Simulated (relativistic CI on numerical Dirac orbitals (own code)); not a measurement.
# Calculated levels, Pr²⁰⁺

Method of calculation: Dirac-Coulomb-Breit CI, KLI orbitals optimised for each configuration, model QED (radiative potential, 1s self-energy scaled to tabulated hydrogen-like ionisation energies), unscaled Slater integrals (own radial code, finite nucleus).

CI space (outside the closed core [Ar] 3d10): 4s2 4p6 4d3, 4s2 4p5 4d4, 4s2 4p6 4d2 4f, 4s 4p6 4d4, 4s2 4p6 4d2 5s, 4s 4p6 4d3 4f, 4s2 4p6 4d2 5p, 4s2 4p6 4d 4f 5s, 4s2 4p6 4d2 5d, 4s2 4p6 4d 5s 5p, 4s2 4p6 4d 4f2, 4s2 4p6 4f3, 4s2 4p6 4f2 5s, 4s 4p6 4d 4f3, 4s2 4p6 4f2 5p, 4p6 4d5, 4p5 4d6, 4s2 4p6 4d 5s2, 4s2 4p6 4f 5s2, 4s 4p6 4d 4f 5s2, 4s2 4p6 5s2 5p. Double excitations out of closed p, d and f shells are left out; levels of such configurations are missing from the list, as are those of other unlisted configurations, and high levels can miss mixing partners. These lack a partner that the ground configuration has and come out too high: 4s2 4p6 4d2 5d.

The lowest level is 4s2 4p6 4d3 4F_3/2, with 74 % of that term; Hund's rules for 4s2 4p6 4d3 give 4F with J = 3/2, in agreement.

```csv
No.,Configuration,Term,J,E (eV),%,Lifetime (s),jj configuration (%)
1,4s2 4p6 4d3,4F,3/2,0.000,74,,4d3/2^3 (82)
2,4s2 4p6 4d3,4F,5/2,2.966,92,2.14e-03,4d3/2^2 4d5/2 (93)
3,4s2 4p6 4d3,4F,7/2,4.930,76,8.17e-03,4d3/2^2 4d5/2 (66)
4,4s2 4p6 4d3,4P,3/2,5.273,46,1.76e-03,4d3/2^2 4d5/2 (86)
5,4s2 4p6 4d3,4F,9/2,5.946,43,1.18e-01,4d3/2^2 4d5/2 (78)
6,4s2 4p6 4d3,4P,1/2,6.175,70,6.03e-03,4d3/2^2 4d5/2 (96)
7,4s2 4p6 4d3,2G,7/2,9.106,73,7.08e-04,4d3/2 4d5/2^2 (75)
8,4s2 4p6 4d3,4P,5/2,9.263,85,2.40e-03,4d3/2 4d5/2^2 (53)
9,4s2 4p6 4d3,2H,9/2,9.678,53,1.16e-03,4d3/2 4d5/2^2 (65)
10,4s2 4p6 4d3,2D,3/2,10.668,45,3.99e-04,4d3/2 4d5/2^2 (96)
11,4s2 4p6 4d3,2P,1/2,11.374,70,7.61e-04,4d3/2 4d5/2^2 (96)
12,4s2 4p6 4d3,2H,11/2,12.560,100,2.38e-03,4d3/2 4d5/2^2 (100)
13,4s2 4p6 4d3,2D,5/2,12.961,91,8.87e-04,4d3/2 4d5/2^2 (68)
14,4s2 4p6 4d3,2F,5/2,14.300,79,1.23e-03,4d3/2 4d5/2^2 (61)
15,4s2 4p6 4d3,2G,9/2,14.899,57,4.74e-04,4d5/2^3 (84)
16,4s2 4p6 4d3,2F,7/2,14.935,92,1.33e-03,4d3/2 4d5/2^2 (90)
17,4s2 4p6 4d3,2P,3/2,15.841,58,4.12e-04,4d5/2^3 (75)
18,4s2 4p6 4d3,2D,3/2,21.071,96,3.80e-04,4d3/2 4d5/2^2 (75)
19,4s2 4p6 4d3,2D,5/2,21.861,76,2.17e-04,4d5/2^3 (75)
20,4p5 4d4(5D),6D°,3/2,97.865,40,1.69e-09,4p3/2^3 4d3/2^4 (56)
21,4p5 4d4(5D),6D°,5/2,98.361,58,1.89e-09,4p3/2^3 4d3/2^3 4d5/2 (67)
22,4p5 4d4(5D),6D°,7/2,98.959,64,2.86e-09,4p3/2^3 4d3/2^2 4d5/2^2 (52)
23,4p5 4d4(5D),6D°,9/2,99.868,61,1.35e-08,4p3/2^3 4d3/2^2 4d5/2^2 (46)
24,4p5 4d4(5D),6D°,1/2,100.631,59,3.71e-10,4p3/2^3 4d3/2^3 4d5/2 (67)
25,4p5 4d4(5D),6F°,11/2,103.462,64,3.64e-08,4p3/2^3 4d3/2^3 4d5/2 (44)
26,4p5 4d4(5D),4F°,3/2,103.620,26,7.81e-10,4p3/2^3 4d3/2^3 4d5/2 (57)
27,4p5 4d4(5D),6P°,3/2,104.424,24,2.82e-10,4p3/2^3 4d3/2^3 4d5/2 (45)
28,4p5 4d4(3F),4D°,7/2,104.751,25,1.79e-09,4p3/2^3 4d3/2^3 4d5/2 (80)
29,4p5 4d4(5D),4F°,5/2,105.473,33,5.43e-10,4p3/2^3 4d3/2^3 4d5/2 (52)
30,4s2 4p5 4d4,4F°,9/2,105.632,24,2.17e-09,4p3/2^3 4d3/2^3 4d5/2 (48)
31,4p5 4d4(3F),4D°,5/2,106.032,38,6.93e-10,4p3/2^3 4d3/2^3 4d5/2 (50)
32,4p5 4d4(3F),4D°,1/2,106.294,60,7.91e-10,4p3/2^3 4d3/2^2 4d5/2^2 (78)
33,4p5 4d4(5D),4F°,7/2,106.416,36,5.24e-10,4p3/2^3 4d3/2^2 4d5/2^2 (40)
34,4p5 4d4(3G),4F°,3/2,106.447,34,5.00e-10,4p3/2^3 4d3/2^2 4d5/2^2 (54)
35,4p5 4d4(5D),6F°,9/2,106.633,49,1.43e-09,4p3/2^3 4d3/2^2 4d5/2^2 (42)
36,4p5 4d4(3F),4F°,7/2,106.740,32,3.60e-10,4p3/2^3 4d3/2^2 4d5/2^2 (66)
37,4p5 4d4(3G),4H°,11/2,107.243,43,2.80e-09,4p3/2^3 4d3/2^2 4d5/2^2 (61)
38,4p5 4d4(3H),4G°,5/2,107.357,47,5.19e-11,4p3/2^3 4d3/2^2 4d5/2^2 (44)
39,4p5 4d4(3F),4D°,3/2,107.898,32,8.52e-10,4p3/2^3 4d3/2^2 4d5/2^2 (74)
40,4p5 4d4(3D),4D°,7/2,107.949,40,1.78e-10,4p3/2^3 4d3/2^2 4d5/2^2 (75)
41,4p5 4d4(3P),4D°,5/2,108.351,38,1.54e-10,4p3/2^3 4d3/2^2 4d5/2^2 (67)
42,4p5 4d4(3G),4H°,13/2,108.465,55,2.13e-09,4p3/2^3 4d3/2^2 4d5/2^2 (90)
43,4p5 4d4(3F),4G°,9/2,108.606,44,1.37e-10,4p3/2^3 4d3/2^2 4d5/2^2 (64)
44,4p5 4d4(3F),4G°,11/2,108.636,48,6.30e-10,4p3/2^3 4d3/2^2 4d5/2^2 (58)
45,4p5 4d4(3D),4P°,5/2,109.331,36,3.59e-10,4p3/2^3 4d3/2^2 4d5/2^2 (66)
```

Energies count from the lowest computed level; ° marks odd parity; lifetimes are radiative, by E1, M1, E2, M2, E3 decay to levels of this space only. Percentages are summed over parent terms; the parents shown are those of the largest component, closed shells are left out there. Filled j subshells are mostly left out of the jj labels.

The mean weight of the leading LS term, summed over parents, in these 45 levels is 55 %, and that of the leading jj configuration (from the same eigenvectors) 68 %, so jj coupling describes them better and the LS labels are nominal.

At this charge energies of transitions that change n are usually good to better than 1 %, and those within a shell (Δn = 0) to a few per cent. Terms inside the open d or f shell come out 10 to 20 % too wide with unscaled integrals.

LS names give the leading component of a level, which can be under half, so a name can repeat, a term be missing and a line seem to break the LS rules.
